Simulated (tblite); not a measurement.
Q: What does the GFN2-xTB structure of InChI=1S/C3H3F2N2S2/c4-3(5)8-2-1-6-9-7-2/h1,3,6H look like in three dimensions? (Doublet state.)

A: 
Z-matrix in Å and degrees, rows numbered from 1:
```
F 
C   1  1.3415
F   2  1.3441  1  106.67
S   2  1.8284  1  110.62  3  -120.64
C   4  1.7628  2   98.88  1  -128.45
N   5  1.3358  4  121.04  2     8.09
S   6  1.6309  5  110.27  4   178.50
N   7  1.7224  6   94.03  5    -1.51
C   5  1.3706  4  122.63  2  -171.65
H   2  1.0994  1  110.23  3   119.37
H   8  1.0082  7  120.65  6   151.87
H   9  1.0698  5  128.20  4     2.49
```

The C–N distances run from 1.336 Å (C5=N6, drawn double in one of several resonance forms) to 1.383 Å (N8–C9, drawn single), a spread of 0.047 Å. N8 (nitrogen bonded to C, S and H) has angles 121.9°, 120.7° and 108.5°, sum 351.0°, 0.22 Å off the plane of its three neighbours. Of the pairs four or more bonds apart, N6···H10 is among the closest relative to their van der Waals radii: 2.12 Å, 77 % of the sum of Bondi's values. C9 (carbon bonded to C, N and H) is planar (angles 128.2°, 121.2° and 110.6°, sum 360.0°, 0.01 Å off the plane of its three neighbours).

Structure optimised with GFN2-xTB, isolated species. This method treats the open shell by occupation alone, without spin polarisation.

Point group: C1 (no symmetry element, even within 0.4 Å). Its GFN2-xTB frequencies are all real (lowest 19 cm⁻¹). Torsions: F1–C2–S4–C5 -128°, C2–S4–C5–N6 8°.

Time: 0.64 s. Hardware: one thread, Arm Neoverse V1 (aarch64), no GPU, on a shared host. That covers the optimisation of the geometry.

One conformer stands for the species.

These are computed values.
